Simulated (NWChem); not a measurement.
# SiHSCl, singlet; SMILES S[Si]Cl

```xyz
4

Si     0.9697     0.0396     0.0000
Cl    -0.4316     1.6010     0.0000
S     -0.4349    -1.5853     0.0000
H      0.5373    -2.5274     0.0000
```
Atoms are numbered in this order, from 1.

Low-valent species are run as closed-shell singlets; no triplet was tried in these runs. Geometry: optimised at PBE0/def2-SVP.

 Unshifted, non-relativistic core excitations; the lowest 4 roots alone, so stronger bands may lie above.

Q: List the first S K-edge excitations from B3LYP/6-311G** (spherical d), restricted-window TDA (NWChem).

A: 
| state | energy (eV) | dipole oscillator strength | leading excitation (squared amplitude) |
|---|---|---|---|
| S1 | 2414.0 | 0.0017 | 1s of atom 3 or its equivalents → LUMO (1.00) |
| S2 | 2416.1 | 0.0040 | 1s of atom 3 or its equivalents → LUMO+2 (0.86) |
| S3 | 2416.5 | 0.0015 | 1s of atom 3 or its equivalents → LUMO+1 (0.83) |
| S4 | 2417.1 | 0.0004 | 1s of atom 3 or its equivalents → LUMO+3 (0.74) |
